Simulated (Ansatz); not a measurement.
Relaxation of BH$_{3}$OSSi (7 atoms, charge 0, multiplicity 1), to a largest force component of 0.02 eV/Å in at most 40 steps.

Method: RHF/def2-SVP (Ansatz).

```xyz
7
Properties=species:S:1:pos:R:3:forces:R:3
S -1.991 -0.014 0.683 -1.35 1.26 -2.61
Si 0.026 0.481 0.327 0.74 -0.73 0.67
B 1.152 -1.102 -0.038 0.02 4.56 0.14
O 0.616 -0.282 -1.067 1.69 -3.23 0.73
H -2.404 0.487 -0.624 0.38 -0.82 2.40
H 0.456 1.905 0.236 -0.45 -0.24 0.22
H 2.207 -1.543 0.438 -1.03 -0.81 -1.56
```

Problem. Where does it end, and by what steps?

Solution. The forces met the threshold. After 9 steps the energy has fallen by 1.374 eV; H5 moved furthest, 0.57 Å.

| step | energy less start (eV) | largest force component (eV/Å) | accepted |
| --- | --- | --- | --- |
| 0 | 0.0000 | 4.564 | yes |
| 1 | -1.0307 | 1.533 | yes |
| 2 | -1.2717 | 1.447 | yes |
| 3 | -1.3284 | 0.793 | yes |
| 4 | -1.3439 | 0.791 | yes |
| 5 | -1.3650 | 0.324 | yes |
| 6 | -1.3730 | 0.116 | yes |
| 7 | -1.3734 | 0.148 | yes |
| 8 | -1.3740 | 0.032 | yes |
| 9 | -1.3740 | 0.018 | yes |

```xyz
7
Properties=species:S:1:pos:R:3
S -2.066 -0.115 0.429
Si 0.000 0.377 0.238
B 1.396 -0.910 0.127
O 0.876 -0.466 -1.009
H -2.544 0.913 -0.279
H 0.146 1.831 0.080
H 2.254 -1.699 0.371
```

Whether the end is a true minimum wasn't checked by a vibrational analysis.

Run time: 15 s on 1 thread of Arm Neoverse V1, with other jobs on the host, peak memory 0.14 GiB.
